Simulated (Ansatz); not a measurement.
C₂H₁₁BO₂Si from Hartree–Fock to CCSD(T)

Z-matrix (Å, degrees):
```
C
B 1 1.568
H 1 1.094 2 111.7
H 1 1.096 2 108.8 3 116.8
H 1 1.092 2 113.0 3 -123.2
C 2 1.575 1 122.2 3 -45.4
O 2 1.368 1 116.9 3 132.1
H 6 1.093 2 111.4 1 -41.4
H 6 1.097 2 109.3 1 75.5
H 6 1.095 2 114.2 1 -164.4
H 7 0.961 2 112.7 1 179.4
O 4 2.882 1 108.6 2 25.0
Si 12 1.654 4 109.3 1 69.2
H 12 0.958 4 133.4 1 -113.9
H 13 1.488 12 111.8 4 -112.8
H 13 1.477 12 106.7 4 8.4
H 13 1.491 12 110.0 4 127.7
```

Total charge 0; spin multiplicity 1. The bonds changed during the relaxation, so this is another structure than the one it started from. All single points use the PBE0-D4/def2-TZVP geometry. It is one conformer, not always the lowest. Frozen core, restricted reference, Ansatz.

```csv
basis,HF (Eh),MP2 corr.
def2-SVP,-545.30540,-0.86266
def2-TZVPP,-545.71617,-1.08092
def2-QZVPP,-545.73785,-1.15913
```

Q: Estimate the CCSD correlation energy and the (T) correction in each basis where they were run (hartree).

A: 
```csv
basis,CCSD corr.,(T)
def2-SVP,-0.93569,-0.02234
```
